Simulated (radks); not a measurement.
Values are calculated unless marked as measured or tabulated.
Spherical quantum dot in the effective-mass picture: electrons in a parabolic well V = omega^2 r^2 / 2 with omega = 0.788, with a point charge +2 (a donor) at the centre, all in effective atomic units (hartree* = m*/eps^2 hartree, bohr* = eps/m* bohr), one dielectric constant everywhere. Level of theory: non-relativistic Kohn-Sham, LDA (Slater exchange, Perdew-Wang correlation), spin-polarised, spherical densities (a radial shooting solver with Libxc functionals). Levels are named by radial order and angular momentum (1s, 1p, 1d, 2s, ...), and open shells are averaged over m. Results are scaled to m* = 0.073 and eps = 9.7, for which hartree* = 21.11 meV and bohr* = 7.032 nm.

N = 4, configuration 1s2 1p(up 2, down 0). This is the lowest configuration that the search found. Occupied and some empty levels:

level    occupation  eigenvalue (meV)  <r> (nm)
1s up             1            22.494     5.887
1s down           1            24.032     5.735
1p up             2            52.896     11.60
1p down           0            55.549     11.67
2s up             0            59.185     12.63
2s down           0            61.213     12.84
1d up             0            70.248     14.37
1d down           0            72.638     14.56
1f up             0            86.712     16.48
1f down           0            88.663     16.70

Energy (meV): total 38.7232, kinetic 113.38, external -160.55, Hartree 126.21, exchange-correlation -40.323.

Electron density:

r (nm)  n(r) (e/nm^3)
0.889        0.007125
2.38         0.003232
3.86         0.001588
5.35        0.0008633
6.83        0.0005218
8.32        0.0003425
9.81        0.0002332
11.3        0.0001582
12.8        0.0001033
14.3       0.00006361
15.8       0.00003668
17.2       0.00001966
18.7        9.737e-06
